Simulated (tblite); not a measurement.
C5H15NOSi2.
SMILES with atom numbers: `[CH3:1][CH2:2][O:3][Si@H:4](/[CH:5]=[CH:6]\[SiH3:7])[NH:8][CH3:9]` (hydrogens: H10, H11, H12 on C1; H13, H14 on C2; H15 on Si4; H16 on C5; H17 on C6; H18, H19, H20 on Si7; H21 on N8; H22, H23, H24 on C9)

A start from a force field or distance geometry was refined with GFN2-xTB geometry optimisation, gas phase (tblite 0.8.0). Values at the start:

| coordinate | start |
| --- | --- |
| C1–C2 | 1.514 Å |
| C1–H10 | 1.096 Å |
| C2–O3 | 1.408 Å |
| C2–H13 | 1.115 Å |
| O3–Si4 | 1.651 Å |
| Si4–C5 | 1.828 Å |
| Si4–N8 | 1.708 Å |
| C5=C6 | 1.347 Å |
| C5–H16 | 1.080 Å |
| C6–Si7 | 1.839 Å |
| C6–H17 | 1.077 Å |
| Si7–H18 | 1.486 Å |
| Si7–H19 | 1.479 Å |
| N8–C9 | 1.459 Å |
| N8–H21 | 1.023 Å |
| C9–H22 | 1.100 Å |
| C1–C2–O3 | 109.1° |
| C2–O3–Si4 | 119.6° |
| O3–Si4–C5 | 113.3° |
| O3–Si4–N8 | 104.4° |
| Si4–C5–C6 | 131.3° |
| Si4–N8–C9 | 124.8° |
| C5–Si4–N8 | 108.2° |
| C5–C6–Si7 | 129.8° |

Question: How do these coordinates change at the GFN2-xTB level?

Answer: 
```json
{"coordinate": "Si4–C5", "GFN2-xTB (Å or °)": "1.878", "change": "+0.050"}
{"coordinate": "C6–Si7", "GFN2-xTB (Å or °)": "1.883", "change": "+0.044"}
{"coordinate": "O3–Si4", "GFN2-xTB (Å or °)": "1.625", "change": "-0.026"}
{"coordinate": "Si4–N8", "GFN2-xTB (Å or °)": "1.728", "change": "+0.020"}
{"coordinate": "Si7–H19", "GFN2-xTB (Å or °)": "1.461", "change": "-0.018"}
{"coordinate": "C2–H13", "GFN2-xTB (Å or °)": "1.097", "change": "-0.018"}
{"coordinate": "C5=C6", "GFN2-xTB (Å or °)": "1.331", "change": "-0.016"}
{"coordinate": "N8–C9", "GFN2-xTB (Å or °)": "1.444", "change": "-0.015"}
{"coordinate": "N8–H21", "GFN2-xTB (Å or °)": "1.011", "change": "-0.012"}
{"coordinate": "C6–H17", "GFN2-xTB (Å or °)": "1.087", "change": "+0.010"}
{"coordinate": "C1–H10", "GFN2-xTB (Å or °)": "1.086", "change": "-0.010"}
{"coordinate": "Si7–H18", "GFN2-xTB (Å or °)": "1.476", "change": "-0.010"}
{"coordinate": "C2–O3", "GFN2-xTB (Å or °)": "1.400", "change": "-0.008"}
{"coordinate": "C5–H16", "GFN2-xTB (Å or °)": "1.088", "change": "+0.008"}
{"coordinate": "C1–C2", "GFN2-xTB (Å or °)": "1.521", "change": "+0.007"}
{"coordinate": "C9–H22", "GFN2-xTB (Å or °)": "1.096", "change": "-0.004"}
{"coordinate": "O3–Si4–C5", "GFN2-xTB (Å or °)": "103.3", "change": "-10.0"}
{"coordinate": "C5–Si4–N8", "GFN2-xTB (Å or °)": "116.3", "change": "+8.1"}
{"coordinate": "C2–O3–Si4", "GFN2-xTB (Å or °)": "125.9", "change": "+6.3"}
{"coordinate": "O3–Si4–N8", "GFN2-xTB (Å or °)": "108.8", "change": "+4.4"}
{"coordinate": "Si4–C5–C6", "GFN2-xTB (Å or °)": "128.0", "change": "-3.3"}
{"coordinate": "C5–C6–Si7", "GFN2-xTB (Å or °)": "126.6", "change": "-3.2"}
{"coordinate": "Si4–N8–C9", "GFN2-xTB (Å or °)": "123.4", "change": "-1.4"}
{"coordinate": "C1–C2–O3", "GFN2-xTB (Å or °)": "110.3", "change": "+1.2"}
```

The energy falls by 9.3 kcal/mol over 249 L-BFGS steps, the largest force on an atom goes from 1.95 to 0.010 eV/Å, and the atoms move by 0.966 Å rms after alignment. The bond that changes most is Si4–C5 (oxygen-bound silicon to alkene CH carbon), which lengthens by 0.050 Å. Bonds longer at the end by more than 0.005 Å: 6 of 23; shorter: 12. Among the dihedrals that turn most is H15–Si4–C5–H16, from 11° to 58°. Rotational constants go from 1128, 802.5, 568.0 to 1271, 857.0, 553.4 MHz.

Time: 2.9 s wall. Hardware: Arm Neoverse V1, one thread, no GPU, on a shared host.

GFN2-xTB frequencies show an imaginary mode (29i cm⁻¹), so the point is no minimum at that level. 3 starts were optimised and ended at 0.00, 0.73 and 1.21 kcal/mol (GFN2-xTB); the lowest of these is shown.

All values are computed, not measured.
